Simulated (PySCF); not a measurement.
## Indirect couplings

Molfile (atoms numbered from 1):
```
C3H12AsB
     RDKit          3D

 17 16  0  0  0  0  0  0  0  0999 V2000
    2.4891   -1.1041   -0.1035 B   0  0  0  0  0  0  0  0  0  0  0  0
    1.0547    0.1619    0.5930 As  0  0  0  0  0  4  0  0  0  0  0  0
   -0.5483    0.3770   -0.5139 C   0  0  0  0  0  0  0  0  0  0  0  0
   -1.1612   -0.9916   -0.7843 C   0  0  0  0  0  0  0  0  0  0  0  0
   -1.5366    1.3648    0.0865 C   0  0  0  0  0  0  0  0  0  0  0  0
    2.7482   -0.6343   -1.2020 H   0  0  0  0  0  0  0  0  0  0  0  0
    1.9154   -2.1823   -0.1351 H   0  0  0  0  0  0  0  0  0  0  0  0
    3.3942   -1.0335    0.7103 H   0  0  0  0  0  0  0  0  0  0  0  0
    1.4473    1.6017    0.8389 H   0  0  0  0  0  0  0  0  0  0  0  0
    0.4424   -0.1417    1.9439 H   0  0  0  0  0  0  0  0  0  0  0  0
   -0.1462    0.7824   -1.4584 H   0  0  0  0  0  0  0  0  0  0  0  0
   -2.0224   -0.8923   -1.4641 H   0  0  0  0  0  0  0  0  0  0  0  0
   -0.4386   -1.6799   -1.2460 H   0  0  0  0  0  0  0  0  0  0  0  0
   -1.5273   -1.4578    0.1450 H   0  0  0  0  0  0  0  0  0  0  0  0
   -1.0845    2.3528    0.2611 H   0  0  0  0  0  0  0  0  0  0  0  0
   -2.3935    1.5055   -0.5924 H   0  0  0  0  0  0  0  0  0  0  0  0
   -1.9345    0.9988    1.0467 H   0  0  0  0  0  0  0  0  0  0  0  0
  1  2  1  0
  2  3  1  0
  3  4  1  0
  3  5  1  0
  1  6  1  0
  1  7  1  0
  1  8  1  0
  2  9  1  0
  2 10  1  0
  3 11  1  0
  4 12  1  0
  4 13  1  0
  4 14  1  0
  5 15  1  0
  5 16  1  0
  5 17  1  0
M  CHG  2   1  -1   2   1
M  END
```

Couplings: B3LYP/pcJ-1 (pcSseg-1 on As) (spin–dipole term only in couplings to heteroatoms) in PySCF 2.14, geometry PBE0-D3(BJ)/def2-SVP; gas phase, one conformer, non-relativistic. Couplings are averaged over pairs made equivalent by symmetry, fast rotation or ring inversion, so a value needn't be that of the named pair in this geometry, while other rotamers aren't included; one pair stands for each set, and the list holds those of at least 1.5 Hz over up to four bonds.

Isotopes: 13C, 1H, 11B.

```json
{"pair": "B1, H6", "bonds": "1", "J (Hz)": "?"}
{"pair": "C3, C4", "bonds": "1", "J (Hz)": "35.9"}
{"pair": "C3, H11", "bonds": "1", "J (Hz)": "140.1"}
{"pair": "C4, H12", "bonds": "1", "J (Hz)": "134.6"}
{"pair": "C3, H9", "bonds": "2", "J (Hz)": "1.8"}
{"pair": "C3, H12", "bonds": "2", "J (Hz)": "-3.1"}
{"pair": "C4, H11", "bonds": "2", "J (Hz)": "-3.4"}
{"pair": "H6, H7", "bonds": "2", "J (Hz)": "-11.4"}
{"pair": "H12, H13", "bonds": "2", "J (Hz)": "-14.1"}
{"pair": "C3, H6", "bonds": "3", "J (Hz)": "4.1"}
{"pair": "C4, H9", "bonds": "3", "J (Hz)": "?"}
{"pair": "C4, H15", "bonds": "3", "J (Hz)": "?"}
{"pair": "H6, H9", "bonds": "3", "J (Hz)": "?"}
{"pair": "H9, H11", "bonds": "3", "J (Hz)": "?"}
{"pair": "H11, H12", "bonds": "3", "J (Hz)": "8.4"}
```

Estimate the withheld couplings, with signs.

## Answers


- 1J(B1,H6) = 121.8 Hz (bond length 1.222 Å)
- 3J(C4,H9) = 2.8 Hz (mean over equivalent pairs that range from 0.6 to 6.7 Hz in this conformer)
- 3J(C4,H15) = 5.9 Hz (mean over equivalent pairs that range from 2.7 to 12.2 Hz in this conformer)
- 3J(H6,H9) = 7.7 Hz (mean over equivalent pairs that range from -0.9 to 24.1 Hz in this conformer)
- 3J(H9,H11) = 5.0 Hz (mean over equivalent pairs that range from 0.5 to 9.4 Hz in this conformer)

Relativistic effects of the heavier atoms present are left out.
